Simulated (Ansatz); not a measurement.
# Forces on a displaced structure

SnH$_{3}$F (SMILES [F][SnH3]), closed shell, displaced at random from a GFN2-xTB minimum.

| atom | x (Å) | y (Å) | z (Å) |
| --- | --- | --- | --- |
| F1 | -1.2719 | 0.7671 | 1.0648 |
| Sn2 | 0.1800 | -0.0551 | -0.1840 |
| H3 | -0.4797 | -0.1157 | -1.6339 |
| H4 | 0.3536 | -1.4986 | 0.5378 |
| H5 | 1.5681 | 0.8758 | 0.1602 |

Program: Ansatz 0.2.0. Basis: def2-TZVPP. Cores are frozen in the correlated methods. Filled d shells of the heavier atoms are correlated. Core potentials replace the inner electrons of the atoms past krypton. The def2 sets are not built for correlating such inner shells, so the correlated values are less sure here.

CCSD(T) forces from the calculation:
```tsv
atom	Fx	Fy	Fz (eV/Å)
F1	1.714	-0.874	-1.620
Sn2	-0.924	1.827	3.008
H3	-0.599	0.136	-1.480
H4	0.114	-1.094	0.387
H5	-0.306	0.005	-0.295
```

Problem. Which atom feels the largest CCSD(T) force, and how large is it?

Solution. Sn2, 3.64 eV/Å, along (-0.25, 0.50, 0.83).

Root-mean-square difference of the force components from those of CCSD(T): PBE0-D4 0.091; wB97M-V 0.063; r2SCAN-D4 0.101; PBE-D4 0.262; BHLYP-D4 0.041; r2SCAN0-D4 0.031 eV/Å.

T1 diagnostic: at most 0.015. These are differences at one structure, and CCSD(T) in triple zeta is itself an approximation.

For scale, one of the runs: CCSD(T)/def2-TZVPP forces, 123 basis functions (an equivalent command: `ansatz run in.yaml --threads 4`). Hardware: 4 CPU threads, shared host. Wall time 36 s; peak host memory 1.1 GiB.
